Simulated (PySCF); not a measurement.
# A thermochemical cycle for HgF

MP2 in PySCF with def2-SVPD on every atom (core potentials on Hg), for the lowest determinant that a PBE0 search found; no spin–orbit coupling. HgF, a doublet (σ ↑), has De = 1.29 eV to neutral atoms, and HgF⁺, a singlet (closed shell), has De = 1.51 eV to Hg⁺ + F.

At the same level the Hg atom ionises at 10.27 eV.

Q: What is the adiabatic ionisation energy of the molecule, and does ionisation strengthen or weaken the bond?

A: IE = IE(Hg) + De(neutral) − De(ion) = 10.27 + 1.29 − 1.51 = 10.05 eV. De changes by +0.22 eV, so ionisation strengthens the bond.

Correlated steps freeze 1 core orbital. Correlated levels converge slowly with the basis: in double zeta they bind strong bonds too weakly, by up to about 1 eV, and carry superposition errors of some tenths. These are scalar-relativistic numbers at best; spin–orbit coupling would shift them, the dissociation energy most. For an ion De counts to the pair picked by the measured ionisation energies or electron affinities, which need not be the lowest pair at this level. Where the molecule has an RHF reference, its open-shell atoms are computed with UHF. States were picked by a PBE0 search and need not be the measured ground states.
